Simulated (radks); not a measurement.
Values are calculated unless marked as measured or tabulated.
The neodymium ion Nd2+, 58 electrons, occupied as [Xe] 4f4. Level of theory: Dirac Kohn-Sham, PBE, spin-unpolarised, spherical densities, point nucleus; open shells fill j = l - 1/2 first (a radial shooting solver on a logarithmic mesh with Libxc functionals).

Unscreened Slater integrals over Kohn-Sham orbitals (cm^-1). Large and small components are both included. Empty in this configuration: 4f7/2.

integral          value
F0(4f5/2,4f5/2)  192310
F2(4f5/2,4f5/2)   87426
F4(4f5/2,4f5/2)   54103
F0(4f5/2,5p3/2)  132380
F2(4f5/2,5p3/2)   48741
G2(4f5/2,5p3/2)   29204
G4(4f5/2,5p3/2)   21736
F0(4f5/2,5p1/2)  137670
G2(4f5/2,5p1/2)   32501
F0(4f5/2,5s1/2)  149810
G3(4f5/2,5s1/2)   33030
F0(4f5/2,4f7/2)  190970
F2(4f5/2,4f7/2)   86723
F4(4f5/2,4f7/2)   53651
G2(4f5/2,4f7/2)   86589
G4(4f5/2,4f7/2)   53573
G6(4f5/2,4f7/2)   38333
F0(5p3/2,5p3/2)  113440
F2(5p3/2,5p3/2)   61163
F0(5p3/2,5p1/2)  116250
G2(5p3/2,5p1/2)   62199
F0(5p3/2,5s1/2)  122220
G1(5p3/2,5s1/2)   80627
F0(5p3/2,4f7/2)  131920
F2(5p3/2,4f7/2)   48947
G2(5p3/2,4f7/2)   29669
G4(5p3/2,4f7/2)   22023
F0(5p1/2,5p1/2)  119340
F0(5p1/2,5s1/2)  125960
G1(5p1/2,5s1/2)   86045
F0(5p1/2,4f7/2)  137160
G4(5p1/2,4f7/2)   24285
F0(5s1/2,5s1/2)  134090
F0(5s1/2,4f7/2)  149170
G3(5s1/2,4f7/2)   33328
F0(4f7/2,4f7/2)  189640
F2(4f7/2,4f7/2)   86040
F4(4f7/2,4f7/2)   53213
F6(4f7/2,4f7/2)   38070
